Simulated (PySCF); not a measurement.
Compound: C2H5BClP.
SMILES with atom numbers: `[CH2:1]=[CH:2][B:3]([PH2:4])[Cl:5]` (hydrogens: H6, H7 on C1; H8 on C2; H9, H10 on P4)

Theory: PBE0-D3(BJ)/def2-SVP geometry optimisation, gas phase (PySCF 2.14.0).

**Question.** Give the optimised bond lengths and angles.

**Answer.** 
```
         bond  length (pm)
        C1=C2        134.3
        C2–B3        154.8
        B3–P4        191.5
       B3–Cl5        176.6
        C1–H6        109.6
        C1–H7        109.5
        C2–H8        109.7
P4–H9, P4–H10        142.3
```

Bonds in one row agree within 1 pm and their mean is given. A selection of angles:
```
    angle  degrees
 C2–C1–H6    121.9
 C2–C1–H7    122.3
 H6–C1–H7    115.9
 C1–C2–B3    123.5
 C1–C2–H8    118.1
 B3–C2–H8    118.3
 C2–B3–P4    124.1
C2–B3–Cl5    117.9
P4–B3–Cl5    117.7
 B3–P4–H9     98.8
B3–P4–H10     98.5
H9–P4–H10     96.9
```

Torsions: C1–C2–B3–P4 8° (synperiplanar). The mirror-image conformer, all signs reversed, is as good.

B3 (three-coordinate boron) is planar (angles 124.1°, 117.9° and 117.7°, sum 359.7°, 0.06 Å off the plane of its three neighbours). P4 (three-coordinate phosphorus) is pyramidal (angles 98.8°, 98.5° and 96.9°, sum 294.1°, 0.76 Å off the plane of its three neighbours). Of the pairs four or more bonds apart, P4···H6 is among the closest relative to their van der Waals radii: 2.96 Å, 99 % of the sum of Bondi's values.

Point group: C1 (no symmetry element, even within 0.4 Å). No PBE0-D3(BJ)/def2-SVP frequencies stand behind this structure, so it isn't proved a minimum. One conformer, not necessarily the lowest (C1–C2–B3–P4 8°, C2–B3–P4–H 49° and 147°).

Hardware: Arm Neoverse V1, one thread, no GPU, shared host with 64 logical CPUs at a one-minute load of 20. Cost: 21 s, 0.42 GiB resident at most. This is the geometry optimisation.
